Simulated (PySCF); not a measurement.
# One molecule, several mistakes: BC2H8Si

Calculated results; nothing here was measured. They come from PySCF 2.14.0, an open-source quantum chemistry program, on an isolated molecule that a program drew, which may never have been made. The molecule is BC2H8Si (charge 0, doublet), drawn as the SMILES string `[BH]CC[SiH3]`.

Each row is a Hartree-Fock (HF) and frozen-core CCSD(T) single point in the cc-pV(D+d)Z basis, meant for a local HF minimum. Run 1 is clean. Each other run has one planted mistake out of seven kinds, and not every kind appears here: one electron removed, one electron added, multiplicity raised by two, geometry at a saddle point, minimal basis STO-3G, one bond length entered in bohr, all coordinates scaled. The reference is restricted for singlets and unrestricted otherwise, and also for a bond in bohr. Adding or removing an electron swaps singlet and doublet. Electrons count all cores. HOMO and LUMO are orbital energies over both spins, the gradient is its largest component, and the lowest frequency (negative if imaginary) is given only where the gradient is small. Bond lengths are over the 11 bonds as drawn. T1 is the CCSD diagnostic: over 0.02 (restricted) or 0.045 (unrestricted) a single reference is doubtful.

Geometry of the clean run:
```xyz
12
BC2H8Si, angstrom
B    -1.1585   -2.4486    0.5734
C     0.3857   -2.1930    0.5316
C     0.8731   -0.7279    0.5872
Si    0.6859    0.0944    2.2769
H    -2.0324   -1.7012    0.2300
H     0.6515   -2.6339   -0.4462
H     0.9160   -2.8133    1.2609
H     1.9310   -0.6703    0.3075
H     0.3310   -0.1241   -0.1481
H    -0.7275    0.0252    2.7282
H     1.5247   -0.6005    3.2850
H     1.0981    1.5172    2.2123
```

| run | electrons | basis functions | <S^2> | HOMO (eV) | LUMO (eV) | gradient (hartree/bohr) | lowest frequency (cm^-1) | mean bond (Å) | longest bond (Å) | T1 | HF (hartree) | CCSD(T) (hartree) | mistake |
|---|---|---|---|---|---|---|---|---|---|---|---|---|---|
| 1 | 39 | 105 | 0.753 | -8.88 | 2.14 | 3.5e-05 | 120 | 1.3675 | 1.888 | 0.0106 | -393.94060 | -394.47152 | no fault |
| 2 | 38 | 105 | 0.000 | -16.53 | -6.36 | 7.8e-02 | - | 1.3675 | 1.888 | 0.0148 | -393.65981 | -394.18441 | one electron removed |
| 3 | 39 | 32 | 0.752 | -7.34 | 7.03 | 3.1e-02 | - | 1.3675 | 1.888 | 0.0048 | -389.35911 | -389.58982 | minimal basis STO-3G |
| 4 | 39 | 105 | 0.753 | -8.96 | 2.06 | 1.7e-02 | - | 1.4003 | 1.934 | 0.0108 | -393.93499 | -394.46957 | all coordinates scaled |
| 5 | 40 | 105 | 0.000 | 0.79 | 7.88 | 5.8e-02 | - | 1.3675 | 1.888 | 0.0134 | -393.86419 | -394.43520 | one electron added |
| 6 | 39 | 105 | 1.210 | -9.63 | 1.79 | 5.0e-02 | - | 1.4941 | 2.959 | 0.0409 | -393.82186 | -394.34058 | ? |

**Which mistake was planted in run 6, and what did it cost?**

The mean bond changes by a factor of 1.093 and the longest by 1.567, so the molecule wasn't scaled as a whole. A length L in bohr read as angstrom grows by (1/0.5292 - 1) L = 0.890 L. The 11 bonds together grew by 11 x 0.1266 = 1.393 Å, which gives L = 1.565 Å. That is bond B1-C2, 1.566 Å in the clean geometry. So the mistake is: one bond length entered in bohr. Subtracting run 1 and multiplying by 627.51 kcal/mol a hartree, the energy moved by 74.5 kcal/mol in HF and 82.2 kcal/mol in CCSD(T).

Cautions from the logs. Run 5: the HOMO is above zero, so the electron isn't bound and the energy depends on the basis.
